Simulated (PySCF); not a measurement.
Vertical excitations of a molecule C₅H₅Cl from PySCF with TDA-PBE/def2-SVPD, as energy in eV (oscillator strength): 4.84 (0.195), 5.43 (0.001), 5.60 (0.000), 5.69 (0.005), 5.86 (0.003), 6.40 (0.001), 6.48 (0.006), 6.99 (0.000), 7.09 (0.038), 7.22 (0.024). Lowest triplet (TDA): 2.93 eV. The structure is a stationary point at ωB97X-D3(BJ)/def2-SVP. Other conformers were not sampled.

Task: Which molecule gave these data?
(A) C#CCC(=C)Cl
(B) ClC1=CC=CC1
(C) C=CC=C=CCl
(D) CC#C/C=C\Cl

Result: B, ClC1=CC=CC1
